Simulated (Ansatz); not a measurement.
One geometry of CH5BCl2Se, several functionals.

```yaml
crystal:
  periodic: [false, false, false]
  atoms:
    - {symbol: C, position_ang: [-1.017271, -1.120576, 0.216347]}
    - {symbol: B, position_ang: [0.363655, -0.887008, -0.449332]}
    - {symbol: Cl, position_ang: [1.854278, -1.025702, 0.469515]}
    - {symbol: Cl, position_ang: [0.508500, -0.650982, -2.183716]}
    - {symbol: Se, position_ang: [0.167109, 2.513478, 0.085257]}
    - {symbol: H, position_ang: [-1.020036, -0.851722, 1.273039]}
    - {symbol: H, position_ang: [-1.240796, -2.193940, 0.154291]}
    - {symbol: H, position_ang: [-1.819530, -0.595238, -0.302738]}
    - {symbol: H, position_ang: [0.855996, 2.422757, 1.377141]}
    - {symbol: H, position_ang: [1.431194, 2.337732, -0.636802]}
basis:
  gaussian: {orbitals: def2-TZVPP}
hamiltonian: {xc: {name: B3LYP}, dispersion: d4}
output: {forces: true, orbitals: {seedname: orbitals}}
```

```sh
$ ansatz run in.yaml --threads 4 --pin off --events-out ev --progress --plain --max-ram 10444MiB
```

Output, abridged:

```
Functional definition: B3LYP
  name "B3LYP"
  cite "Stephens, Devlin, Chabalowski & Frisch, J. Phys. Chem. 98, 11623 (1994) doi:10.1021/j100096a001"
  cite "Becke, Phys. Rev. A 38, 3098 (1988) doi:10.1103/PhysRevA.38.3098"
  cite "Lee, Yang & Parr, Phys. Rev. B 37, 785 (1988) doi:10.1103/PhysRevB.37.785"
  cite "Vosko, Wilk & Nusair, Can. J. Phys. 58, 1200 (1980) doi:10.1139/p80-159"
  parameter a0 = 0.2
  parameter ax = 0.72
  parameter ac = 0.81
  exchange = (1 - a0 - ax)*slater_x + ax*b88_x + a0*exact_x
  correlation = (1 - ac)*vwn_rpa_c + ac*lyp_c
1679 factors; their error is unknown
mean field evaluation 1: about -92188.6320 eV, gradient 5.5e1 eV
mean field evaluation 2: about -92184.8017 eV, gradient 6.3e1 eV
mean field evaluation 4: about -92195.3672 eV, gradient 4.2e0 eV
mean field evaluation 8: about -92195.4039 eV, gradient 3.0e-2 eV
mean field evaluation 16: about -92195.7733 eV, gradient 1.7e-4 eV
mean field -92195.77328827 eV, -3388.1321758043 hartree, gradient 1.6e-5 eV, S^2 0.000000; 0 other end points of the search recorded, 0 dependent functions left out
the calculation of the forces begins
reference -92195.77358949 eV, -3388.1321868740 hartree; 42, 42 occupied and 222, 222 virtual orbitals, 1679 factors
Total energy: -92196.21168503 eV, -3388.1482865882 hartree
Atom 0 at    -1.017271    -1.120576     0.216347 Å, force    -0.072191    -0.008032     0.032737 eV/Å
Atom 1 at     0.363655    -0.887008    -0.449332 Å, force    -0.095354    -0.032984     0.045141 eV/Å
Atom 2 at     1.854278    -1.025702     0.469515 Å, force     0.165845    -0.016186     0.121610 eV/Å
Atom 3 at     0.508500    -0.650982    -2.183716 Å, force     0.000726     0.031632    -0.206972 eV/Å
Atom 4 at     0.167109     2.513478     0.085257 Å, force    -0.063432     0.027274    -0.019038 eV/Å
Atom 5 at    -1.020036    -0.851722     1.273039 Å, force    -0.021213    -0.013864    -0.052966 eV/Å
Atom 6 at    -1.240796    -2.193940     0.154291 Å, force    -0.006432     0.042533     0.011276 eV/Å
Atom 7 at    -1.819530    -0.595238    -0.302738 Å, force     0.028143    -0.030384     0.043750 eV/Å
Atom 8 at     0.855996     2.422757     1.377141 Å, force     0.021298     0.002390     0.055371 eV/Å
Atom 9 at     1.431194     2.337732    -0.636802 Å, force     0.042609    -0.002379    -0.030908 eV/Å
Dipole moment:    -0.130030     0.032633     0.182492 e Å
```

Run time 7 s (4 threads of an Arm Neoverse V2 on a shared host); peak host memory 0.94 GiB.

Changing it to `hamiltonian: {xc: {name: LC-wPBE}}` and no forces (abridged; 3.3 s):

```
Functional definition: LC-wPBE
mean field evaluation 16: about -92176.8131 eV, gradient 3.2e-5 eV
mean field -92176.81307201 eV, -3387.4354007085 hartree, gradient 3.2e-5 eV, S^2 0.000000
Total energy: -92176.81307202 eV, -3387.4354007087 hartree
```

With the line `hamiltonian: {xc: {name: B97M-V}}` and no forces (abridged; 11 s):

```
Functional definition: B97M-V
mean field evaluation 16: about -92175.8649 eV, gradient 2.4e-4 eV
mean field -92175.86492424 eV, -3387.4005569205 hartree, gradient 2.2e-5 eV, S^2 0.000000
Total energy: -92175.86498736 eV, -3387.4005592403 hartree
```

Changing it to `hamiltonian: {xc: {name: BLYP}, dispersion: d4}` and no forces (abridged; 2.6 s):

```
Functional definition: BLYP
mean field evaluation 16: about -92193.3326 eV, gradient 2.2e-4 eV
mean field -92193.33264016 eV, -3388.0424836407 hartree, gradient 6.7e-5 eV, S^2 0.000000
Total energy: -92193.90935430 eV, -3388.0636774943 hartree
```

Changing it to `hamiltonian: {xc: {name: r2SCAN0}, dispersion: d4}` and no forces (abridged; 7 s):

```
Functional definition: r2SCAN0
mean field evaluation 16: about -92190.1963 eV, gradient 1.4e-5 eV
mean field -92190.19630291 eV, -3387.9272253727 hartree, gradient 1.4e-5 eV, S^2 0.000000
Total energy: -92190.28032536 eV, -3387.9303131405 hartree
```

Changing it to `hamiltonian: {xc: {name: r2SCANh}, dispersion: d4}` and no forces (abridged; 7.5 s):

```
Functional definition: r2SCANh
mean field evaluation 16: about -92190.4717 eV, gradient 1.7e-4 eV
mean field -92190.47171289 eV, -3387.9373465025 hartree, gradient 1.3e-5 eV, S^2 0.000000
Total energy: -92190.54738617 eV, -3387.9401274443 hartree
```

B3LYP takes the VWN-RPA correlation (the form of Gaussian; ORCA's B3LYP/G).
